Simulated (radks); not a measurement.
The numbers below are computed, except where a source is named.
Excited configurations of Ni II: one electron is placed in a higher orbital outside [Ar] 3d8. The ground configuration is [Ar] 3d9. Code: a radial shooting solver on a logarithmic mesh with Libxc functionals. Model: non-relativistic Kohn-Sham, PBE, spin-polarised, spherical densities, point nucleus; open shells are filled with parallel spins first. Excitation = E - E(ground); binding = E(ion) - E, where the ion is the core of charge +2; n* = 2/sqrt(2 binding) in atomic units, and the quantum defect is n - n*.

outer orbital  excitation (eV)  binding (eV)  eigenvalue (eV)  <r> (bohr)
5s                      12.414         7.282           -5.812       5.880
5d                      16.015         3.681           -2.835       10.24
5f                      17.286         2.410           -1.870       14.79
6p                      16.292         3.405           -2.743       12.17
6d                      17.265         2.431           -1.942       16.39
7p                      17.438         2.258           -1.851       18.70

The Delta-SCF ionisation energy is 19.696 eV (NIST Atomic Spectra Database: 18.169 eV, measured). Self-interaction in the functional shifts the binding energies and quantum defects, so they are the method's values and not measured ones. Open shells are spherical and high-spin; term and fine-structure splittings are not resolved.
